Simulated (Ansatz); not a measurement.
C$_{2}$H$_{5}$BrSn (`C=[CH][SnH2][Br]`). Charge 0, multiplicity 1. Sn: def2 effective core potential. The geometry is a stationary point of PBE0-D4/def2-TZVP. It is one conformer, not always the lowest.

```xyz
9

C     1.431   -0.623    0.506
C     0.486    0.273    0.755
Sn   -1.223    0.497   -0.475
Br   -0.956   -1.192   -2.283
H     1.380   -1.295   -0.346
H     2.302   -0.723    1.149
H     0.577    0.926    1.620
H    -2.685    0.122    0.319
H    -1.311    2.015   -1.245
```

Problem. What is the dipole moment at B3LYP/def2-TZVPP? (An estimate is asked.)

Solution. The calculation gave: 2.60 D, with components (0.52, 1.39, 2.13) D in this frame, pointing from negative to positive charge.

Problem. And with PBE, r2SCAN, ωB97M-V? (Estimate.)

Solution. The calculation gave: PBE 2.51 D, r2SCAN 2.62 D, ωB97M-V 2.63 D.

Problem. Give the Mulliken charges with B3LYP, PBE, ωB97M-V in def2-TZVPP. (Best estimate.)

Solution. Ansatz gave: 
| atom | B3LYP | PBE | ωB97M-V |
| --- | --- | --- | --- |
| C1 | -0.19 | -0.17 | -0.18 |
| C2 | -0.33 | -0.29 | -0.34 |
| Sn3 | 0.82 | 0.75 | 0.69 |
| Br4 | -0.38 | -0.36 | -0.35 |
| H5 | 0.11 | 0.09 | 0.11 |
| H6 | 0.11 | 0.10 | 0.11 |
| H7 | 0.09 | 0.08 | 0.10 |
| H8 | -0.12 | -0.10 | -0.07 |
| H9 | -0.12 | -0.10 | -0.07 |

B3LYP here is the variant with VWN-RPA as its local correlation; programs differ in this.
